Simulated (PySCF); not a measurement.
Species: H9O3Si4 (doublet state).
Z-matrix (Å and degrees, PBE0-D3(BJ)/def2-SVP geometry), rows numbered from 1:
```
Si
O   1  1.6635
Si  2  1.6495  1  143.83
O   3  1.6413  2  108.91  1   -92.32
Si  4  1.6601  3  146.46  2    33.52
O   3  1.6421  2  109.44  1    27.94
Si  6  1.6589  3  148.25  2   -68.00
H   1  1.4964  2  107.95  3   164.02
H   1  1.5032  2  109.80  3    43.72
H   3  1.4708  2  109.66  1   147.85
H   5  1.4894  4  108.64  3  -151.72
H   5  1.4926  4  109.66  3    88.53
H   5  1.4941  4  110.16  3   -31.50
H   7  1.4936  6  110.24  3   -47.25
H   7  1.4888  6  108.62  3  -167.58
H   7  1.4942  6  109.53  3    72.64
```

The hyperfine couplings belong to this conformer and change with its torsions.

As a line formula: `[SiH2]O[SiH](O[SiH3])O[SiH3]` [radical].

Level of theory: UKS B3LYP, IGLO-III on O Si, pcH-1 on H, non-relativistic, mean-field spin-orbit, GIAO in PySCF 2.14.0. The structure is a single PBE0-D3(BJ)/def2-SVP conformer in the gas phase; no vibrational or solvent corrections. Stability of the SCF solution: not tested.

Principal values of hyperfine tensors in MHz (contact, dipolar and spin–orbit terms together), for some of the nuclei:

```csv
atom,isotope,A1,A2,A3
Si1,29Si,-796.68,-569.79,-569.24
H8,1H,97.66,105.70,113.38
H9,1H,96.73,104.71,112.44
O4,17O,-2.90,-1.22,-1.15
Si7,29Si,-2.04,-1.33,-1.20
Si3,29Si,0.24,1.15,1.93
H16,1H,-0.66,-0.53,4.44
H13,1H,-0.02,0.17,2.95
```

Q: Give the isotropic coupling of each nucleus in MHz and in mT (g = 2.0024), and the anisotropic part.

A: a_iso is a third of the trace, T = A − a_iso, and a(mT) = a(MHz)/(g × 13.996). The tensors hold a spin–orbit part: the run splits a_iso into a_FC + a_SO, and T includes its anisotropic share.

```tsv
atom	a_iso (MHz)	a_FC	a_SO	a_iso (mT)	T1	T2	T3
Si1	-645.24	-646.48	1.24	-23.023	-151.44	75.45	76.00
H8	105.58	105.58	0.01	3.767	-7.92	0.12	7.80
H9	104.63	104.62	0.01	3.733	-7.90	0.09	7.81
O4	-1.75	-1.75	0.00	-0.063	-1.14	0.53	0.61
Si7	-1.52	-1.52	0.00	-0.054	-0.52	0.19	0.32
Si3	1.10	1.09	0.01	0.039	-0.87	0.04	0.82
H16	1.08	1.08	0.00	0.039	-1.74	-1.61	3.35
H13	1.03	1.03	0.00	0.037	-1.06	-0.86	1.92
```

Q: What spin density at the nucleus of Si1 lies behind its contact coupling (g_N = -1.11058)?

A: a_FC = (2μ0/3) gₑ μB g_N μN ρ(0)/(2S·h) = 800.24 MHz × g_N × ρ(0)/(2S), with ρ in bohr⁻³. With a_FC = -646.48 MHz and 2S = 1, ρ(0) = 0.7274 bohr⁻³. The nuclear moment is negative, so coupling and spin density have opposite signs.

Q: O2 (17O, g_N = -0.75752) isn't in the table. Its spin density at the nucleus is 0.03765 bohr⁻³. What is its contact coupling?

A: By the same relation, a_FC = -22.8 MHz. The spin–orbit term adds -0.06 MHz. Its full tensor has the principal values -50.12, -9.54, -8.99 MHz.

Q: Name the largest traceless tensor T of the table and describe it.

A: Si1: -151.4, 75.4, 76.0 MHz (the dipolar term alone has -150.2, 75.0, 75.3), axial, in the ratio +1:+1:−2, the form that spin in one p orbital centred on that nucleus gives (the nuclear moment is negative).

On one thread, Arm Neoverse V1, on a shared host, this took 2.7 min wall.
